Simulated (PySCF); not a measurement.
Atoms are numbered as in `[CH3:1][C:2](=[O:3])[CH:4]=[C:5]([CH3:6])[CH3:7]`. Each H is labelled by its parent atom.

Geometry: PBE0-D3(BJ)/def2-SVP; GIAO absolute shieldings from PySCF 2.14.0 with density-fitted response routines, gas phase, non-relativistic, averaged over equivalent atoms.

At BLYP/pcSseg-1 (169 basis functions, 24 s wall time on 1 thread of an Arm Neoverse V2, shared host):
```json
{"atoms": "C2", "σ (ppm)": "-22.1"}
{"atoms": "C5", "σ (ppm)": "9.0"}
{"atoms": "C4", "σ (ppm)": "49.0"}
{"atoms": "C1", "σ (ppm)": "140.1"}
{"atoms": "C7", "σ (ppm)": "143.7"}
{"atoms": "C6", "σ (ppm)": "155.4"}
{"atoms": "O3", "σ (ppm)": "-300.7"}
{"atoms": "H(C4)", "σ (ppm)": "25.44"}
{"atoms": "H(C6)", "σ (ppm)": "28.83"}
{"atoms": "H(C1)", "σ (ppm)": "29.26"}
{"atoms": "H(C7)", "σ (ppm)": "29.51"}
```

Estimate the result of repeating the calculation with CAM-B3LYP/pcSseg-1.

## Answers


```json
{"atoms": "C2", "σ at CAM-B3LYP/pcSseg-1": "-22.2", "change": "-0.1"}
{"atoms": "C5", "σ at CAM-B3LYP/pcSseg-1": "11.2", "change": "+2.2"}
{"atoms": "C4", "σ at CAM-B3LYP/pcSseg-1": "53.5", "change": "+4.5"}
{"atoms": "C1", "σ at CAM-B3LYP/pcSseg-1": "147.5", "change": "+7.4"}
{"atoms": "C7", "σ at CAM-B3LYP/pcSseg-1": "152.8", "change": "+9.1"}
{"atoms": "C6", "σ at CAM-B3LYP/pcSseg-1": "163.4", "change": "+8.0"}
{"atoms": "O3", "σ at CAM-B3LYP/pcSseg-1": "-306.9", "change": "-6.2"}
{"atoms": "H(C4)", "σ at CAM-B3LYP/pcSseg-1": "25.43", "change": "-0.01"}
{"atoms": "H(C6)", "σ at CAM-B3LYP/pcSseg-1": "28.86", "change": "+0.03"}
{"atoms": "H(C1)", "σ at CAM-B3LYP/pcSseg-1": "29.22", "change": "-0.04"}
{"atoms": "H(C7)", "σ at CAM-B3LYP/pcSseg-1": "29.49", "change": "-0.02"}
```

The largest change is at C7 (allylic methyl carbon). Cost: 169 basis functions, 29 s wall time on 1 thread of an Arm Neoverse V2, shared host. The order of the carbon signals is the same at both levels.
